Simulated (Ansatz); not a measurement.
An input meant for the cluster Li7H8⁻ (charge -1, singlet).

```yaml
crystal:
  periodic: [false, false, false]
  atoms:
    - {symbol: Li, position_ang: [0.333451, -0.491024, 0.016642]}
    - {symbol: Li, position_ang: [1.544095, 0.956357, -1.713446]}
    - {symbol: Li, position_ang: [0.113766, 0.102888, -3.575089]}
    - {symbol: Li, position_ang: [-1.343507, -0.978586, -1.855212]}
    - {symbol: Li, position_ang: [1.347987, 0.972756, 1.855314]}
    - {symbol: Li, position_ang: [-0.249039, 0.096475, 3.568169]}
    - {symbol: Li, position_ang: [-1.513359, -1.001967, 1.714776]}
    - {symbol: H, position_ang: [-1.882856, -0.596994, 3.397964]}
    - {symbol: H, position_ang: [0.528222, -0.646638, -1.804252]}
    - {symbol: H, position_ang: [-1.547860, -1.024099, -0.076224]}
    - {symbol: H, position_ang: [0.982986, 1.385132, 3.537783]}
    - {symbol: H, position_ang: [1.355726, 1.372997, -3.423580]}
    - {symbol: H, position_ang: [0.348294, -0.645234, 1.848124]}
    - {symbol: H, position_ang: [1.521005, 1.063780, 0.074698]}
    - {symbol: H, position_ang: [-1.538911, -0.565833, -3.565668]}
basis:
  gaussian: {orbitals: def2-mTZVP}
total_charge: -1
hamiltonian: {xc: {name: wB97X-D}}
accuracy: high
scf: {lower_state_search: off}
output: {forces: true}
```

```sh
$ ansatz run in.yaml --threads 4 --pin off --events-out ev --progress --plain --max-ram 3916MiB
```

Shortened log:

```
Error: YAML parse error: error: line 22 column 19: hamiltonian.xc: no functional is named "wB97X-D"; the names, which are not case-sensitive, are SVWN5, SPW92, PBE, PBE0, PBEsol, revPBE, revPBE0, RPBE, rPW86-PBE, HSE06, wPBEh, LC-wPBE, HISS, HF, BLYP, B3LYP, B3LYP5, BHLYP, CAM-B3LYP, r2SCAN, r2SCANh, r2SCAN0, r2SCAN50, m-r2SCAN, B97, wB97, wB97X, wB97X-V, B97M-V, wB97M-V, B2PLYP, B2GP-PLYP, PBE0-DH, PBE-QIDH
  --> <input>:22:19
   |
20 |   gaussian: {orbitals: def2-mTZVP}
21 | total_charge: -1
22 | hamiltonian: {xc: {name: wB97X-D}}
   |                   ^ hamiltonian.xc: no functional is named "wB97X-D"; the names, which are not case-sensitive, are SVWN5, SPW92, PBE, PBE0, PBEsol, revPBE, revPBE0, RPBE, rPW86-PBE, HSE06, wPBEh, LC-wPBE, HISS, HF, BLYP, B3LYP, B3LYP5, BHLYP, CAM-B3LYP, r2SCAN, r2SCANh, r2SCAN0, r2SCAN50, m-r2SCAN, B97, wB97, wB97X, wB97X-V, B97M-V, wB97M-V, B2PLYP, B2GP-PLYP, PBE0-DH, PBE-QIDH
23 | accuracy: high
24 | scf: {lower_state_search: off}
   |
```

In this input the method's name isn't one that the program takes here. The input was rejected before any iteration.
